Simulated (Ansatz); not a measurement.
`BO[SiH2][GeH3]` → `O[SiH2][BH][GeH3]`  (isomerisation)

Computed with Ansatz on PBE0-D4/def2-TZVP structures; ΔE is electronic, products minus reactants. CBS: MP2 limit from def2 TZ/QZ plus the TZ coupled-cluster correction, frozen cores. Functionals use def2-TZVPP. For Ge outer-core shells are correlated without core-valence functions, which leaves a few kJ/mol of doubt a bond. Scalar relativity is left out up to krypton. One conformer a species, not always the lowest.

| level | ΔE (kJ/mol) |
| --- | --- |
| r2SCAN | 173.9 |
| SCS-MP2/def2-TZVPP | 182.5 |
| CCSD(T)/def2-TZVPP | 175.5 |
| SCS-MP2/def2-QZVPP | 182.0 |

Q: What does CCSD(T)/CBS give? (Estimate.)

A: The calculation gave: +173.9 kJ/mol. The listed levels differ from it by 0.0, 8.6, 1.6, 8.1 kJ/mol.

Largest T1 diagnostic among the species: 0.013.

From PBE to PBE0 (25 % exact exchange), in def2-TZVPP and without D4, ΔE moves by +3.2 kJ/mol. In def2-TZVPP, CCSD(T) changes the Hartree–Fock value by −11.5 kJ/mol (the triples alone add +0.0 kJ/mol) and MP2 by −5.1 kJ/mol.
